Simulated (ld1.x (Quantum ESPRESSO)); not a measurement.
**Varying the TM potential for titanium**

Base potential:

* Element: titanium
* Generator: ld1.x (Quantum ESPRESSO) 7.5
* Type: norm-conserving Troullier–Martins (Kleinman–Bylander form)
* Functional: PBEsol
* Relativity: scalar-relativistic
* Frozen core: [Ar]
* Valence charge: 4
* Reference configuration: 3d2 4s2 4p0
* Partial waves: 4s (bound): rc 2.25 bohr; 4p (bound, empty): rc 2.70 bohr; 3d (bound): rc 1.90 bohr
* Local potential: the d channel
* Core correction: Bessel-smoothed model core inside 2.00 bohr

Cutoffs, loose and tight: the cutoffs (Ry, on a coarse ladder) from which the occupation-weighted sum of valence levels, in a spherical-Bessel basis at the reference potential, stays within 10 and 1 mRy of its value at 400 Ry. They do not see the model core or the augmentation charge, which bear on the density cutoff. Test errors are all-electron minus pseudo excitation energies from the reference, over the configurations 3d2 4s1 4p0; 3d2 4s0 4p0; 3d1 4s0 4p0; 3d2 4s1.5 4p0; 3d2 4s0 4p2; 3d2 4s1 4p1; 3d2 4s0 4p1. A dash means not determined; rows that change the core or the reference have their own tests.

A true bound ghost makes a file unfit for plane-wave use even where its test errors are small: the radial tests pick states by their node count and pass the ghost by. Where a test does run into it, the solver fails or the error is huge.

| change | outcome | cutoff, loose | cutoff, tight | bound ghosts | largest test error (meV) |
| --- | --- | --- | --- | --- | --- |
| base | generated | 55 Ry | 70 Ry | s, p | -439 |
| functional PW91 | generated | 55 Ry | 70 Ry | s, p | -411 |
| wave 4p (bound): rc 2.70 bohr becomes 4p (bound): rc 2.86 bohr | generated | 55 Ry | 70 Ry | s, p | -439 |
| local potential the s channel | generated | 55 Ry | 70 Ry | none | -543 |
| core correction Bessel-smoothed model core inside 1.20 bohr | generated | 55 Ry | 70 Ry | s, p | -471 |
| wave 4s (bound): rc 2.25 bohr becomes 4s (bound): rc 1.74 bohr | generated | 60 Ry | 100 Ry | s, p | -638 |
| wave 4s (bound): rc 2.25 bohr becomes 4s (bound): rc 3.08 bohr | generated | 55 Ry | 70 Ry | s, p | -442 |

**Question.** What comes out with this change to the base: core [Ne] 3s2, valence charge 10; reference 3p6 3d2 4s2 4p0; waves now 4s (bound): rc 2.30 bohr; 3p (bound): rc 1.80 bohr; 3d (bound): rc 1.25 bohr; core correction a·sin(br)/r model core, default radius (core density twice the valence density)?

**Answer.** outcome: generated; cutoff, loose: 100 Ry; cutoff, tight: 120 Ry; bound ghosts: s; largest test error (meV): -116 over the solved tests; 1 of 7 tests not solved or not reliable.

**Question.** What comes out with this change to the base: wave 3d (bound): rc 1.90 bohr becomes 3d (bound): rc 1.36 bohr?

**Answer.** outcome: generated; cutoff, loose: 90 Ry; cutoff, tight: 110 Ry; bound ghosts: s, p; largest test error (meV): -478.
